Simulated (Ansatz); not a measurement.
Reaction (isomerisation): `[CH3][SnH]([CH3])[OH]` → `CC[O][SnH3]`

Computed with Ansatz on PBE0-D4/def2-TZVP structures; ΔE is electronic, products minus reactants. CCSD(T)/CBS is the MP2 limit (def2-TZVPP, def2-QZVPP) plus CCSD(T) − MP2 in def2-TZVPP, frozen cores. DFT in def2-TZVPP. def2 core potentials past Kr. For Sn outer-core shells are correlated without core-valence functions, which leaves a few kJ/mol of doubt a bond. One conformer a species, not always the lowest.

`[CH3][SnH]([CH3])[OH]`:

Cartesian coordinates in Å:
```
C 1.240 -1.278 -0.720
Sn 0.251 0.516 -0.148
C -1.105 0.256 1.483
O -0.825 0.948 -1.752
H 1.885 -1.084 -1.577
H 1.844 -1.666 0.101
H 0.496 -2.024 -0.998
H 1.323 1.833 0.124
H -0.568 -0.058 2.380
H -1.623 1.192 1.693
H -1.840 -0.506 1.223
H -1.078 1.871 -1.809
```

`CC[O][SnH3]`:

Cartesian coordinates in Å:
```
C 0.853 -1.188 -1.391
C 0.608 -0.378 -0.140
O -0.667 0.214 -0.219
Sn -1.289 1.338 1.271
H 0.803 -0.548 -2.274
H 1.839 -1.660 -1.358
H 0.096 -1.969 -1.492
H 1.393 0.388 -0.038
H 0.686 -1.032 0.743
H -1.321 0.361 2.673
H -2.830 1.854 0.778
H -0.172 2.620 1.447
```

```tsv
level	ΔE (kcal/mol)	difference from CCSD(T)/CBS
BHLYP-D4	23.1	-4.8
CAM-B3LYP-D4	22.4	-5.5
CAM-B3LYP	22.3	-5.6
CCSD(T)/def2-SVP	15.8	-12.1
HF/def2-TZVPP	20.3	-7.6
CCSD/def2-TZVPP	25.2	-2.7
CCSD(T)/def2-TZVPP	25.7	-2.2
HF/def2-QZVPP	20.4	-7.5
MP2/def2-QZVPP	30.3	2.4
HF/CBS(def2)	20.4	-7.5
CCSD(T)/CBS	27.9	0
```

Largest T1 diagnostic among the species: 0.013.

In def2-TZVPP, CCSD(T) changes the Hartree–Fock value by +5.4 kcal/mol (the triples alone add +0.5 kcal/mol) and MP2 by +8.6 kcal/mol. Leaving LDA and LC-ωPBE aside and taking each functional with its dispersion term where it has one, the values, not all of them listed here, spread over 5.0 kcal/mol, from B97M-V to PBE-QIDH. LDA lies −3.4 kcal/mol from PBE without D4.
